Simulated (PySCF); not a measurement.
From one molecule to another.

First species: C₅H₆S.
Cartesian coordinates in Å at the GFN2-xTB level; atoms count from 1:
```xyz
12
C5H6S angstrom
C     -1.990    0.192    0.013
C     -0.503    0.161    0.023
C      0.326   -0.897   -0.174
C      1.698   -0.558   -0.092
C      1.893    0.757    0.167
S      0.406    1.611    0.318
H     -2.376    0.535    0.972
H     -2.356    0.873   -0.755
H     -2.381   -0.804   -0.187
H     -0.027   -1.893   -0.373
H      2.496   -1.267   -0.220
H      2.816    1.289    0.281
```

Second species: C5H7F2NO.
Z-matrix (Å and degrees, GFN2-xTB geometry), rows numbered from 1:
```
F 
C   1  1.3640
F   2  1.3390  1  105.85
O   2  1.3499  1  111.21  3   117.62
C   4  1.4220  2  114.54  1    78.90
C   5  1.5460  4  108.53  2   178.99
C   6  1.5336  5  103.78  4  -124.67
C   7  1.4976  6  101.99  5     4.80
N   8  1.2587  7  116.70  6    -3.48
H   2  1.1045  1  107.25  3  -116.59
H   5  1.1000  4  108.85  2   -57.45
H   6  1.0880  5  107.88  4    -5.57
H   6  1.0864  5  111.09  4   113.96
H   7  1.0901  6  113.59  5   123.92
H   7  1.0914  6  112.47  5  -113.12
H   8  1.0786  7  122.95  6   177.08
```

Levels: wB97X-D/def2-SVPD for HOMO energy, LUMO energy, HOMO–LUMO gap and static isotropic polarisability; TDDFT wB97X-D/def2-SVPD for lowest singlet excitation; TDA wB97X-D/def2-SVPD for lowest triplet excitation (Tamm–Dancoff). Geometries: GFN2-xTB. Each structure is a single optimised conformer of the isolated species, non-relativistic unless stated; the electronic structure was computed with PySCF and density fitting.

Values for the first species:

* HOMO energy: -8.38 eV
* LUMO energy: 1.38 eV
* HOMO–LUMO gap: 9.76 eV
* Lowest singlet excitation: 5.65 eV
* Lowest triplet excitation (Tamm–Dancoff): 3.77 eV
* Static isotropic polarisability: 73.9 au

Task: Estimate the same properties for the second species, and the change in each.

Result: 
```tsv
property	first	second	second less first
HOMO energy	-8.38 eV	-9.94 eV	-1.56 eV
LUMO energy	1.38 eV	1.19 eV	-0.19 eV
HOMO–LUMO gap	9.76 eV	11.13 eV	+1.37 eV
lowest singlet excitation	5.65 eV	5.44 eV	-0.21 eV
lowest triplet excitation (Tamm–Dancoff)	3.77 eV	4.71 eV	+0.94 eV
static isotropic polarisability	73.9 au	69.0 au	-4.9 au
```

On the first: In wavenumbers S1 is 45600 cm⁻¹ (1 eV = 8065.54 cm⁻¹). The vertical singlet–triplet gap S1 − T1 is 1.88 eV (TDDFT singlet less Tamm–Dancoff triplet; S1: HOMO→LUMO, weight 0.96; T1: HOMO→LUMO, weight 0.94).

On the second: The vertical singlet–triplet gap S1 − T1 is 0.73 eV (TDDFT singlet less Tamm–Dancoff triplet; S1: HOMO→LUMO, weight 0.96; T1: HOMO→LUMO, weight 0.93). S1 lies 5.69 eV below the HOMO–LUMO gap; its leading configuration is HOMO→LUMO, weight 0.96.
